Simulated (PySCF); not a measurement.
A calculated (UHF, PySCF 2.14, aug-cc-pVDZ-DK, the spin-free X2C one-electron Hamiltonian (Gaussian nucleus)) atom or ion has these occupied shells.

| shell | electrons | orbital energy (eV) | rms radius, mean of both spins (bohr) |
| --- | --- | --- | --- |
| 1s α | 1 | -9073.3 | 0.0601 |
| 1s β | 1 | -9073.3 | 0.0601 |
| 2s α | 1 | -1160.8 | 0.254 |
| 2s β | 1 | -1159.6 | 0.254 |
| 2p α | 3 | -1001.4 | 0.228 |
| 2p β | 3 | -1000.3 | 0.228 |
| 3s α | 1 | -168.22 | 0.763 |
| 3s β | 1 | -165.35 | 0.763 |
| 3p α | 3 | -119.49 | 0.810 |
| 3p β | 3 | -116.07 | 0.810 |
| 3d α | 5 | -40.561 | 1.03 |
| 3d β | 4 | -38.910 | 1.03 |

Problem. Name the element and its charge.

Solution. Cu²⁺ (copper, charge +2), in [Ar] 3d9, 2D determinant.
